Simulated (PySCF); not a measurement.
FH₄N₂NbS, SMILES [S]=[Nb]([NH2])([F])[NH2], multiplicity 1. Atoms are numbered in the order given.

```xyz
9

Nb    -0.1897     0.0309     0.0000
S      1.9678     0.0279     0.0000
F     -0.9600     1.7559     0.0000
N     -0.7943    -0.9064    -1.6199
H     -1.7733    -1.1082    -1.8263
H     -0.2003    -1.3054    -2.3443
N     -0.7943    -0.9064     1.6199
H     -0.2003    -1.3054     2.3443
H     -1.7733    -1.1082     1.8263
```
Charge 0, spin multiplicity 1.

Coordinates come from a B3LYP-D3(BJ)/def2-SVP optimisation. The spin state was assumed, not searched. The def2 effective core potentials stand for the cores of Nb; spin–orbit coupling is left out. Other conformers were not sampled.

All values below come from CAM-B3LYP/def2-TZVP (PySCF).

ESP charges are fitted to the potential on shells at 1.4 to 2.0 van der Waals radii. Atomic charges (e):

```csv
atom,Löwdin,Mulliken,ESP fit
Nb1,0.35,1.57,1.38
S2,0.06,-0.45,-0.41
F3,-0.27,-0.48,-0.38
N4,-0.39,-0.84,-1.16
H5,0.16,0.25,0.46
H6,0.16,0.27,0.40
N7,-0.39,-0.84,-1.16
H8,0.16,0.27,0.40
H9,0.16,0.25,0.46
```
